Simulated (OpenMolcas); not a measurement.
**Ni4+ in a point-charge field**

Ni4+ among 6 point charges of -2 e arranged as a trigonal prism (D3h), 1.81 Å from the ion, with a polar angle of 57.0° against the regular 49.1°.

```json
{"Program": "OpenMolcas 26.06", "Method": "CASSCF", "Basis": "ANO-RCC-VDZP [5s4p2d1f]", "Scalar Hamiltonian": "DKH2, point nucleus", "Active space": "6 electrons in 5 orbitals (3d)", "State averaging": "2S+1 = 5 even, 5 roots; 2S+1 = 3 even, 45 roots; 2S+1 = 1 even, 50 roots", "Spin-orbit coupling": "state interaction with AMFI integrals over the reference wave functions"}
```

The lowest spin-free states (labels of D3, the rotations of D3h), above the lowest:

```csv
State,Degeneracy,E (cm-1),Free-ion L (%)
5A1,1,0.0,D (100)
5E,2,2840,D (100)
5E,2,2937,D (100)
3A2,1,29959,H (93)
3A1,1,29961,H (93)
3E,2,30009,H (97)
3E,2,31109,H (96)
3E,2,31794,H (100)
3E,2,31802,H (91)
3A2,1,32035,H (92)
3A2,1,33539,P (61)
3E,2,34401,P (76)
3E,2,35219,F (96)
3E,2,35717,F (89)
3A2,1,36135,F (89)
3A1,1,36143,F (89)
3A2,1,37274,F (62)
3A1,1,37800,G (98)
3E,2,38626,G (92)
3E,2,38643,G (97)
```

The lowest levels with spin-orbit coupling:

| E (cm-1) | Degeneracy | Label | 2S+1 | g |
| --- | --- | --- | --- | --- |
| 0.0 | 1 | A1 | 5 |  |
| 41.6 | 2 | E | 5 | 0.00 0.00 3.95 |
| 173.0 | 2 | E | 5 | 0.00 0.00 7.92 |
| 2268 | 2 |  | 5 | 0.00 0.00 9.11 |
| 2325 | 2 | E | 5 | 0.00 0.00 12.00 |
| 2567 | 2 | E | 5 | 0.00 0.00 5.28 |
| 2889 | 2 | E | 5 | 0.00 0.00 1.51 |
| 3155 | 1 | A2 | 5 |  |
| 3188 | 2 |  | 5 | 0.00 0.00 8.89 |
| 3338 | 1 | A1 | 5 |  |
| 3632 | 2 | E | 5 | 0.00 0.00 5.82 |
| 3645 | 2 | E | 5 | 0.00 0.00 4.80 |
| 3996 | 2 | E | 5 | 0.00 0.00 0.73 |
| 4245 | 1 | A2 | 5 |  |
| 4277 | 1 | A1 | 5 |  |
| 29869 | 2 | E | 3 | 0.00 0.00 9.38 |
| 30018 | 2 | E | 3 | 0.00 0.00 11.94 |
| 30022 | 1 | A1 | 3 |  |
| 30024 | 1 | A2 | 3 |  |
| 30311 | 2 | E | 3 | 0.00 0.00 1.76 |

Powder χT (cm3 K/mol): 0.285 at 2 K, 1.42 at 10 K, 3.57 at 50 K, 3.88 at 100 K, 4 at 200 K, 4.03 at 300 K. The effective moment at 300 K is 2.828 √(χT) = 5.68 μB.

The lowest level has 2S+1 = 5, for which the spin-only value is χT = S(S+1) / 2 = 3.000 cm3 K/mol (g = 2). The computed 4.031 at 300 K differs by +1.031, through orbital momentum, spin-orbit coupling and any other state in reach.

Without dynamic correlation the repulsion within the d shell is too large (B by tens of per cent), so at a given field states of lower spin stand too high. Point charges give a weaker field than real ligands, and real ions of this kind are often low spin; the high spin found here belongs to the model. The ground term spreads over less than 5000 cm-1, several times less than with real ligands, so orbital moments are less quenched and χT lies further from the spin-only value than at real sites. Point charges carry no covalency, so the field is a model and not that of real ligands. No measured value stands beside these numbers.

The RASSCF and RASSI steps took 13 s on 1 thread of AMD EPYC 9B45 (Zen 5), on a shared host; the integral step is not counted.

With an even number of electrons the g values are those of a degenerate or nearly degenerate non-Kramers pair.
